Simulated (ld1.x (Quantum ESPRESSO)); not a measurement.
# Which change was made? (Ag, PAW)

- Element: silver (Ag)
- Generator: ld1.x (Quantum ESPRESSO) 7.5
- Type: PAW
- Functional: PBEsol
- Relativity: scalar-relativistic
- Frozen core: [Ar] 3d10
- Valence charge: 19
- Reference configuration: 4s2 4p6 4d10 5s1 5p0
- Partial waves: 4s (bound): rcut 1.25, rcutus 1.35 bohr; 5s (bound): rcut 1.25, rcutus 1.35 bohr; 4p (bound): rcut 1.35, rcutus 1.50 bohr; 5p (bound, empty): rcut 1.35, rcutus 1.50 bohr; 4d (bound): rcut 1.35, rcutus 1.80 bohr; 4d channel at 0.15 Ry: rcut 1.35, rcutus 1.80 bohr; 4f channel at -0.05 Ry: rc 1.40 bohr
- Local potential: the f channel
- Core correction: Bessel-smoothed model core, default radius (core density twice the valence density)
- Augmentation charge: BESSEL, radius 1.35 bohr

Cutoffs, loose and tight: the cutoffs (Ry, on a coarse ladder) from which the occupation-weighted sum of valence levels, in a spherical-Bessel basis at the reference potential, stays within 10 and 1 mRy of its value at 400 Ry. They do not see the model core or the augmentation charge, which bear on the density cutoff. Test errors are all-electron minus pseudo excitation energies from the reference, over the configurations 4s2 4p6 4d10 5s0 5p0; 4s2 4p6 4d9 5s0 5p0; 4s2 4p6 4d8 5s0 5p0; 4s1 4p6 4d10 5s1 5p0; 4s2 4p6 4d9 5s1 5p0; 4s2 4p5 4d10 5s1 5p0; 4s2 4p6 4d10 5s0 5p1; variants that change the core or the reference have their own tests.

The base gives: outcome: generated, overlap not positive; bound ghosts: not determined (overlap not positive); largest test error (meV): +46.

Problem. After one change the result is: outcome: generated, overlap not positive; bound ghosts: not determined (overlap not positive); largest test error (meV): +138. Which change was it?
A. wave 4f channel at -0.05 Ry: rc 1.40 bohr becomes 4f channel at 2.22 Ry: rc 1.40 bohr
B. wave 4f channel at -0.05 Ry: rc 1.40 bohr becomes 4f channel at 3.06 Ry: rc 1.40 bohr
C. wave 4f channel at -0.05 Ry: rc 1.40 bohr becomes 4f channel at 0.64 Ry: rc 1.40 bohr
D. wave 4f channel at -0.05 Ry: rc 1.40 bohr becomes 4f channel at 6.68 Ry: rc 1.40 bohr

Solution. A. The others give: wave 4f channel at -0.05 Ry: rc 1.40 bohr becomes 4f channel at 3.06 Ry: rc 1.40 bohr → outcome: failed: the pseudo-atom did not reach self-consistency | wave 4f channel at -0.05 Ry: rc 1.40 bohr becomes 4f channel at 6.68 Ry: rc 1.40 bohr → outcome: generated, overlap not positive; bound ghosts: d (s, p not tested, overlap not positive); largest test error (meV): -142 | wave 4f channel at -0.05 Ry: rc 1.40 bohr becomes 4f channel at 0.64 Ry: rc 1.40 bohr → outcome: generated, overlap not positive; bound ghosts: not determined (overlap not positive); largest test error (meV): +69. A file whose overlap is not positive is unfit for use, and its test errors describe a broken file.
